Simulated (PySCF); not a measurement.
C2H6F2Si, SMILES C[C@@H](F)[SiH2]F. Heavy atoms are numbered as in [CH3:1][C@@H:2]([F:3])[SiH2:4][F:5]. Hydrogens are named by the atom that carries them.

Geometry optimised at ωB97X-D3(BJ)/def2-SVP. The structure was generated by enumeration; whether it is a known compound was not checked. Other conformers were not sampled.

These are PySCF with PBE/pcSseg-1 values and carry that method's errors.

GIAO shieldings, no solvent; atoms alike by connectivity are averaged. δ = σ(ref) − σ: ¹³C against TMS (σ = 182.0 ppm); ¹⁹F against CFCl3 (σ = 133.6 ppm); ²⁹Si against TMS (σ = 335.4 ppm); ¹H against TMS (σ = 31.49 ppm), references at their B3LYP-D3(BJ)/def2-TZVP geometries, non-relativistic.

Task: Estimate the chemical shifts. (An estimate is asked for; the answer gives what the named calculation found.)

Result: 
```
nucleus       atoms  count  δ (ppm)
-------  ----------  -----  -------
¹³C         C2 (CH)      1     92.1
¹³C        C1 (CH3)      1     17.7
¹⁹F              F5      1   -250.7
¹⁹F              F3      1   -265.2
²⁹Si     Si4 (SiH2)      1      5.6
¹H         H on Si4      2     5.42
¹H          H on C2      1     5.26
¹H          H on C1      3     1.59
```
